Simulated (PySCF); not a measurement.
## Working with the constants of CoBr

PBEsol constants of CoBr, triplet, unpaired electrons π ↑, δ ↑, a mixture of terms (⟨Lz²⟩ = 4.4) (basis Co x2c-TZVPPall, Br x2c-TZVPPall; spin-free X2C with a Gaussian nucleus; PySCF 2.14; masses 58.9332 and 78.9183 u):

| Item | Value |
| --- | --- |
| ωe | 332.3 cm⁻¹ |
| ωexe | 1.02 cm⁻¹ |
| Be | 0.10667 cm⁻¹ |
| αe | 0.000471 cm⁻¹ |
| D (centrifugal) | 4.4e-08 cm⁻¹ |

(1) Give the vibrational terms G(v) and spacings up to v = 6.

De is left out where the level can put another filling of the metal’s s and d shells below the measured ground configuration, by anything from nothing to about 1 eV. Spin–orbit coupling is left out. The state is the lowest single determinant that the PBE0 search found; with open d or f shells the true ground state can be another one.

Answers

(1) G(v) = ωe(v+½) − ωexe(v+½)².

```json
{"v": "0", "G(v) (cm⁻¹)": "165.9", "G(v) − G(v−1)": "", "Bv (cm⁻¹)": "0.1064"}
{"v": "1", "G(v) (cm⁻¹)": "496.2", "G(v) − G(v−1)": "330.3", "Bv (cm⁻¹)": "0.1060"}
{"v": "2", "G(v) (cm⁻¹)": "824.4", "G(v) − G(v−1)": "328.2", "Bv (cm⁻¹)": "0.1055"}
{"v": "3", "G(v) (cm⁻¹)": "1150.6", "G(v) − G(v−1)": "326.2", "Bv (cm⁻¹)": "0.1050"}
{"v": "4", "G(v) (cm⁻¹)": "1474.7", "G(v) − G(v−1)": "324.1", "Bv (cm⁻¹)": "0.1046"}
{"v": "5", "G(v) (cm⁻¹)": "1796.8", "G(v) − G(v−1)": "322.1", "Bv (cm⁻¹)": "0.1041"}
{"v": "6", "G(v) (cm⁻¹)": "2116.9", "G(v) − G(v−1)": "320.1", "Bv (cm⁻¹)": "0.1036"}
```
